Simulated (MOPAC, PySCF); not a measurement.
pentasila[1.1.1]propellane `[SiH2]1[Si]23[SiH2][Si]12[SiH2]3`, neutral singlet in the gas phase. 

Z-matrix (Å, degrees):
```
Si
Si 1 2.3675
H 2 1.4895 1 117.03
H 2 1.4895 3 111.06 1 137.99
Si 2 2.3675 3 117.03 4 137.99
Si 1 2.3675 2 88.10 3 -68.18
H 6 1.4895 1 117.03 2 68.18
H 6 1.4895 7 111.06 1 -137.99
Si 1 2.3675 2 88.10 3 -156.34
H 9 1.4895 1 117.03 2 156.34
H 9 1.4895 10 111.06 1 -137.99
```
Charge 0, spin multiplicity 1.

All levels are single points at this geometry (B3LYP-D3(BJ)/def2-SVP); Pople sets use spherical d functions. Orbital energies aren't observables, and empty levels follow the basis.

PBE/6-31G* in PySCF gives gap (eV) = 3.01.

### Question
Estimate the gap (eV) from each of these levels: B3LYP-D3(BJ)/def2-SVP in PySCF; ωB97X-D3(BJ)/def2-SVP in PySCF; B3LYP/3-21G in PySCF; B3LYP/6-31G* in PySCF; SVWN5/6-31G* in PySCF; AM1 in MOPAC; PM6 in MOPAC; PM7 in MOPAC.

### Answer

```csv
level,gap (eV)
B3LYP-D3(BJ)/def2-SVP in PySCF,4.19
ωB97X-D3(BJ)/def2-SVP in PySCF,8.15
B3LYP/3-21G in PySCF,4.17
B3LYP/6-31G* in PySCF,4.16
SVWN5/6-31G* in PySCF,2.99
AM1 in MOPAC,4.53
PM6 in MOPAC,4.35
PM7 in MOPAC,6.13
```
